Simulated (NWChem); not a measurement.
Program: NWChem. System: C$_{3}$H$_{8}$N, charge 0, spin multiplicity 2, at a geometry optimised with UB3LYP/def2-SVP. The structure started from a generated list of species. Its SCF solution wasn't tested for a lower state. Level: UMP2/def2-TZVP, 4 core orbitals frozen.

The NWChem input:

```
start mol
memory heap 200 mb stack 900 mb global 1100 mb
geometry units angstroms nocenter noautoz noautosym
  C      1.844365     0.540543     0.156746
  N      0.478703     0.428661     0.373928
  C     -0.349906    -0.333583    -0.541773
  C     -1.748399    -0.561253     0.021116
  H      2.352047    -0.352438    -0.220142
  H      2.393755     1.200420     0.832690
  H      0.033770     1.279119     0.710438
  H     -0.418462     0.152681    -1.538966
  H      0.148207    -1.304196    -0.711936
  H     -1.703999    -1.092747     0.984678
  H     -2.359898    -1.153510    -0.677303
  H     -2.272704     0.395799     0.186509
end
basis spherical
  * library def2-tzvp
end
scf
  uhf
  nopen 1
  maxiter 100
  thresh 1e-7
  semidirect memsize 60000000 filesize 0
  # guess.movecs holds the orbitals of an unrestricted PBE0 run
  vectors input guess.movecs output mol.movecs
end
mp2
  freeze core 4
end
task mp2 energy
```

Part of the output:

```
             Northwest Computational Chemistry Package (NWChem) 7.3.0
             --------------------------------------------------------

                                NWChem Input Module
                                -------------------

 Scaling coordinates for geometry "geometry" by  1.889725989
 (inverse scale =  0.529177249)

                             Geometry "geometry" -> ""
                             -------------------------

 Output coordinates in angstroms (scale by  1.889725989 to convert to a.u.)

  No.       Tag          Charge          X              Y              Z
 ---- ---------------- ---------- -------------- -------------- --------------
    1 C                    6.0000     1.84436500     0.54054300     0.15674600
    2 N                    7.0000     0.47870300     0.42866100     0.37392800
    3 C                    6.0000    -0.34990600    -0.33358300    -0.54177300
    4 C                    6.0000    -1.74839900    -0.56125300     0.02111600
    5 H                    1.0000     2.35204700    -0.35243800    -0.22014200
    6 H                    1.0000     2.39375500     1.20042000     0.83269000
    7 H                    1.0000     0.03377000     1.27911900     0.71043800
    8 H                    1.0000    -0.41846200     0.15268100    -1.53896600
    9 H                    1.0000     0.14820700    -1.30419600    -0.71193600
   10 H                    1.0000    -1.70399900    -1.09274700     0.98467800
   11 H                    1.0000    -2.35989800    -1.15351000    -0.67730300
   12 H                    1.0000    -2.27270400     0.39579900     0.18650900

 Effective nuclear repulsion energy (a.u.)     125.3147787248

            Nuclear Dipole moment (a.u.)
            ----------------------------
        X                 Y               Z
 ---------------- ---------------- ----------------
    -0.0000056692    -0.0000056692    -0.0000037795


 Summary of "ao basis" -> "" (spherical)
 ------------------------------------------------------------------------------
       Tag                 Description            Shells   Functions and Types
 ---------------- ------------------------------  ------  ---------------------
 *                         def2-tzvp                  on all atoms

 Summary of "ao basis" -> "ao basis" (spherical)
 ------------------------------------------------------------------------------
       Tag                 Description            Shells   Functions and Types
 ---------------- ------------------------------  ------  ---------------------
 C                         def2-tzvp                11       31   5s3p2d1f
 N                         def2-tzvp                11       31   5s3p2d1f
 H                         def2-tzvp                 4        6   3s1p

                                 NWChem SCF Module
                                 -----------------

  ao basis        = "ao basis"
  functions       =   172
  atoms           =    12
  alpha electrons =    17
  beta  electrons =    16
  charge          =   0.00
  wavefunction    = UHF
  use symmetry    = F
  symmetry adapt  = F

 Summary of "ao basis" -> "ao basis" (spherical)
 ------------------------------------------------------------------------------
       Tag                 Description            Shells   Functions and Types
 ---------------- ------------------------------  ------  ---------------------
 C                         def2-tzvp                11       31   5s3p2d1f
 N                         def2-tzvp                11       31   5s3p2d1f
 H                         def2-tzvp                 4        6   3s1p

 Forming initial guess at       0.1s

 Starting SCF solution at       0.1s

 ----------------------------------------------
         Quadratically convergent UHF

 Convergence threshold     :          1.000E-07
 Maximum no. of iterations :          100
 Integral*density screening:          1.000E-09
 ----------------------------------------------

              iter       energy          gnorm     gmax       time
             ----- ------------------- --------- --------- --------
                 1     -172.6993025927  5.72D-01  8.36D-02      5.5
                 2     -172.7205554531  3.15D-02  1.00D-02     13.5
                 3     -172.7211454379  1.76D-03  4.43D-04     29.0
                 4     -172.7211469010  4.57D-06  1.37D-06     55.5
                 5     -172.7211469011  4.89D-09  8.41D-10     79.2

       Final UHF  results
       ------------------

         Total SCF energy =   -172.721146901054
      One electron energy =   -480.655591399298
      Two electron energy =    182.619665773425
 Nuclear repulsion energy =    125.314778724819

                       Sz =      0.5000
                 Sz(Sz+1) =      0.7500
                      S^2 =      0.7632

        Time for solution =     79.1s

          Final alpha eigenvalues
          -----------------------

              1
    1  -15.5583
    2  -11.2555
    3  -11.2393
    4  -11.2207
    5   -1.2249
    6   -1.0143
    7   -0.8859
    8   -0.8260
    9   -0.6669
   10   -0.6296
   11   -0.6159
   12   -0.5444
   13   -0.5380
   14   -0.5110
   15   -0.5009
   16   -0.4620
   17   -0.2837
   18    0.1378
   19    0.1680
   20    0.1752
   21    0.2048
   22    0.2181
   23    0.2262
   24    0.2361
   25    0.2467
   26    0.2752
   27    0.3008

          Final beta eigenvalues
          ----------------------

              1
    1  -15.5514
    2  -11.2559
    3  -11.2207
    4  -11.2176
    5   -1.2041
    6   -1.0067
    7   -0.8524
    8   -0.8034
    9   -0.6569
[...]
    98      3.034773   4 C  s               169     -1.138011  12 H  s
   157     -0.863838  10 H  s                36      0.762854   2 N  s
    74      0.734329   3 C  px              151     -0.679415   9 H  s
   139     -0.601421   7 H  s                67     -0.561768   3 C  s
   163     -0.526216  11 H  s                14     -0.498928   1 C  pz

 Vector   19  Occ=0.000000D+00  E= 1.694096D-01
              MO Center= -7.1D-02,  4.6D-02,  1.8D-02, r^2= 8.7D+00
   Bfn.  Coefficient  Atom+Function         Bfn.  Coefficient  Atom+Function
  ----- ------------  ---------------      ----- ------------  ---------------
    67      2.668475   3 C  s               151     -2.002271   9 H  s
   139      1.705914   7 H  s                36     -1.682680   2 N  s
    98      1.106715   4 C  s               163     -1.109298  11 H  s
   145     -0.898283   8 H  s               133      0.714913   6 H  s
   157     -0.669437  10 H  s               127     -0.550671   5 H  s

 center of mass
 --------------
 x =   0.05905058 y =   0.02829223 z =   0.01405211

 moments of inertia (a.u.)
 ------------------
         108.038701734617        -119.789179487520         -33.355820392890
        -119.789179487520         424.331244590984         -27.708102621685
         -33.355820392890         -27.708102621685         450.908461810342

  Mulliken analysis of the total density
  --------------------------------------

    Atom       Charge   Shell Charges
 -----------   ------   -------------------------------------------------------
    1 C    6     6.21   0.85  1.12  0.49  0.64  0.16  1.20  1.25  0.42  0.02  0.06  0.01
    2 N    7     7.39   0.82  1.16  0.50  0.85  0.15  1.51  1.77  0.55  0.01  0.06  0.00
    3 C    6     6.00   0.85  1.12  0.47  0.64  0.05  1.21  1.28  0.22  0.03  0.11  0.01
    4 C    6     6.31   0.85  1.12  0.47  0.67  0.09  1.25  1.39  0.38  0.02  0.06  0.00
    5 H    1     0.89   0.26  0.50  0.10  0.02
    6 H    1     0.88   0.26  0.50  0.10  0.02
    7 H    1     0.79   0.26  0.43  0.06  0.04
    8 H    1     0.92   0.27  0.51  0.13  0.02
    9 H    1     0.92   0.27  0.51  0.12  0.02
   10 H    1     0.89   0.26  0.49  0.12  0.02
   11 H    1     0.90   0.26  0.50  0.11  0.02
   12 H    1     0.91   0.26  0.50  0.12  0.02

  Mulliken analysis of the alpha density
  --------------------------------------

    Atom       Charge   Shell Charges
 -----------   ------   -------------------------------------------------------
    1 C    6     3.63   0.43  0.56  0.26  0.35  0.11  0.76  0.82  0.30  0.01  0.03  0.00
    2 N    7     3.73   0.41  0.58  0.25  0.43  0.07  0.80  0.91  0.25  0.00  0.03  0.00
    3 C    6     2.99   0.43  0.56  0.24  0.32  0.03  0.60  0.63  0.11  0.01  0.05  0.00
    4 C    6     3.15   0.43  0.56  0.24  0.34  0.04  0.62  0.70  0.19  0.01  0.03  0.00
    5 H    1     0.41   0.13  0.23  0.04  0.01
    6 H    1     0.41   0.13  0.23  0.04  0.01
    7 H    1     0.39   0.13  0.21  0.03  0.02
    8 H    1     0.47   0.13  0.26  0.07  0.01
    9 H    1     0.46   0.13  0.25  0.06  0.01
   10 H    1     0.45   0.13  0.25  0.06  0.01
   11 H    1     0.45   0.13  0.25  0.06  0.01
   12 H    1     0.45   0.13  0.25  0.06  0.01

   Mulliken analysis of the beta density
   -------------------------------------

    Atom       Charge   Shell Charges
 -----------   ------   -------------------------------------------------------
    1 C    6     2.58   0.43  0.56  0.22  0.29  0.04  0.44  0.43  0.12  0.01  0.03  0.00
    2 N    7     3.65   0.41  0.58  0.24  0.42  0.08  0.71  0.86  0.31  0.00  0.03  0.00
    3 C    6     3.01   0.43  0.56  0.24  0.32  0.03  0.61  0.64  0.11  0.01  0.05  0.00
    4 C    6     3.15   0.43  0.56  0.24  0.34  0.04  0.62  0.70  0.19  0.01  0.03  0.00
    5 H    1     0.48   0.14  0.27  0.06  0.01
    6 H    1     0.47   0.14  0.27  0.06  0.01
    7 H    1     0.40   0.13  0.22  0.03  0.02
    8 H    1     0.45   0.13  0.25  0.06  0.01
    9 H    1     0.46   0.13  0.25  0.06  0.01
   10 H    1     0.45   0.13  0.25  0.06  0.01
   11 H    1     0.45   0.13  0.25  0.06  0.01
   12 H    1     0.45   0.13  0.25  0.06  0.01

   Mulliken analysis of the spin density
   -------------------------------------

    Atom       Charge   Shell Charges
 -----------   ------   -------------------------------------------------------
    1 C    6     1.05   0.00 -0.00  0.04  0.05  0.07  0.32  0.39  0.18 -0.00  0.00 -0.00
    2 N    7     0.08   0.00 -0.00  0.01  0.01 -0.01  0.08  0.05 -0.06  0.00  0.01  0.00
    3 C    6    -0.02  -0.00  0.00 -0.00 -0.00 -0.00 -0.01 -0.01 -0.00  0.00  0.00  0.00
    4 C    6     0.00  -0.00  0.00 -0.00 -0.00  0.00 -0.00  0.00  0.00 -0.00 -0.00 -0.00
    5 H    1    -0.07  -0.01 -0.04 -0.02  0.00
    6 H    1    -0.07  -0.01 -0.04 -0.02  0.00
    7 H    1    -0.01  -0.00 -0.00 -0.00  0.00
    8 H    1     0.02   0.00  0.01  0.01 -0.00
    9 H    1     0.00   0.00  0.00 -0.00 -0.00
   10 H    1    -0.00  -0.00 -0.00  0.00  0.00
   11 H    1    -0.00  -0.00 -0.00 -0.00  0.00
   12 H    1    -0.00  -0.00 -0.00 -0.00  0.00

       Multipole analysis of the density wrt the origin
       ------------------------------------------------

     L   x y z        total         alpha         beta         nuclear
     -   - - -        -----         -----         ----         -------
     0   0 0 0     -0.000000    -17.000000    -16.000000     33.000000

     1   1 0 0     -0.356887     -1.756590      1.399708     -0.000006
     1   0 1 0      0.064807     -0.548366      0.613178     -0.000006
     1   0 0 1     -0.026796     -0.016157     -0.010635     -0.000004

     2   2 0 0    -20.539122   -134.410553   -122.491988    236.363419
     2   1 1 0     -0.668273    -37.150390    -33.230444     69.712561
     2   1 0 1      0.470935     -9.333663     -9.614959     19.419557
     2   0 2 0    -18.992680    -34.235090    -31.909960     47.152371
     2   0 1 1      1.598687     -7.912749     -8.708704     18.220139
     2   0 0 2    -21.059807    -26.579896    -24.744311     30.264400

                   NWChem MP2 Semi-direct Energy/Gradient Module
                   ---------------------------------------------

  Basis functions       =    172
  Molecular orbitals    =    172
  Frozen core           =      4
  Frozen virtuals       =      0
  Active alpha occupied =     13
  Active beta occupied  =     12
  Active alpha virtual  =    155
  Active beta virtual   =    156
  Use MO symmetry       = F
  Use skeleton AO sym   = F

  AO/Fock/Back tols     =   1.0D-09  1.0D-09  1.0D-09

 GA uses MA = F    GA memory limited = T

 Available:
  local mem=  1.26D+08
 global mem=  1.44D+08
 local disk=  0.00D+00
  mp2_memr nvloc                   155
  nvloc new                   155
   1 passes of  13:        6291456                     161061                  98704992.
   1 passes of  13: M    126043340           G      144120032           F     119751884.

 Semi-direct pass number   1 of   1  for UHF alpha       at       79.3s
  vrange nnbf                 14400
  mp2_eaftype                   376  avail_ma_in_mb                  1098
 EAF : mp2_eaftype filesize         376   49352496.
  mp2_eaf for mointskh                    376
Node 0 wrote    232.1 Mb in      0.1 s     Agg I/O rate:  2302.2 Mb/s
 Done moints_semi at       93.8s
  mp2_eaftype                   376  avail_ma_in_mb                   722
 EAF : mp2_eaftype filesize         376   49352496.
  mp2_eaf for kh                   376
 Done maket at       94.4s
 Done multipass loop at       94.4s

 GA uses MA = F    GA memory limited = T

 Available:
  local mem=  1.26D+08
 global mem=  1.44D+08
 local disk=  0.00D+00
  mp2_memr nvloc                   156
  nvloc new                   156
   1 passes of  12:        6291456                     153913                  91703712.
   1 passes of  12: M    126043340           G      144120032           F     119751884.

 Semi-direct pass number   1 of   1  for UHF beta        at       94.5s
  vrange nnbf                 14400
  mp2_eaftype                   349  avail_ma_in_mb                  1098
 EAF : mp2_eaftype filesize         349   45851856.
  mp2_eaf for mointskh                    349
Node 0 wrote    215.7 Mb in      0.2 s     Agg I/O rate:   899.4 Mb/s
 Done moints_semi at      108.8s
  mp2_eaftype                   349  avail_ma_in_mb                   749
 EAF : mp2_eaftype filesize         349   45851856.
  mp2_eaf for kh                   349
 Done maket at      109.4s
 Done multipass loop at      109.4s

          -------------------------------------------
          SCF energy                -172.721146901054
          Correlation energy          -0.693571929216
          Singlet pairs                0.000000000000
          Triplet pairs                0.000000000000
          Total MP2 energy          -173.414718830270
          -------------------------------------------

          ---------------------------------------------------
                    Spin Component Scaled (SCS) MP2
          Same spin pairs                     -0.159865862644
          Same spin scaling factor             0.333333333333
          Opposite spin pairs                 -0.533706066573
          Opposite spin scaling fact.          1.200000000000
          SCS-MP2 correlation energy          -0.693735900769
          Total SCS-MP2 energy              -173.414882801822
          ---------------------------------------------------

 -----------------------
 Performance information
 -----------------------

 Timer overhead =  9.62D-08 seconds/call

               Nr. of calls         CPU time (s)                 Wall time (s)                GFlops
             ---------------    -------------------     ------------------------------   -------------------
Name         Min   Avg   Max    Min     Avg     Max     Min     Avg     Max   Mx/calls   Min     Max     Sum
mp2: moin     2     2     2    29.     29.     29.      29.     29.     29.     14.      0.0     0.0     0.0
mp2: make     2     2     2    1.2     1.2     1.2      1.2     1.2     1.2    0.60      0.0     0.0     0.0
mp2: tota     1     1     1    30.     30.     30.      30.     30.     30.     30.      0.0     0.0     0.0

 The average no. of pstat calls per process was 5.00D+00
 with a timing overhead of 4.81D-07s

 Task  times  cpu:      109.4s     wall:      109.4s

 Total times  cpu:      109.4s     wall:      109.4s
```
